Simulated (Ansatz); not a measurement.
Correlation energies of CH4AlFS (`[CH3][Al]([F])[SH]`) by basis set

```xyz
8

C     0.965    0.436   -0.487
Al   -0.245   -0.396    0.772
F     0.311   -0.910    2.238
S    -2.369   -0.746    0.452
H     0.475    0.704   -1.425
H     1.396    1.346   -0.057
H     1.798   -0.234   -0.716
H    -2.331   -0.200   -0.776
```

The species carries charge 0 and has multiplicity 1. The geometry is a stationary point of PBE0-D4/def2-TZVP. It is one conformer, not always the lowest. Frozen core, restricted reference, the Gaussian-basis code of Ansatz. CBS rows extrapolate triple and quadruple zeta; past MP2 they add the triple-zeta difference.

| basis | HF (Eh) | MP2 corr. | CCSD corr. | (T) | CCSD(T) total |
| --- | --- | --- | --- | --- | --- |
| def2-SVP | -778.90858 | -0.52268 | -0.56161 | -0.01247 | -779.48266 |
| def2-TZVPP | -779.30695 | -0.68245 | -0.71848 | -0.02600 | -780.05143 |
| def2-QZVPP | -779.33234 | -0.74055 | – | – | – |
| CBS(def2) | -779.33583 | -0.78358 | -0.81961 | as TZ | -780.18144 |
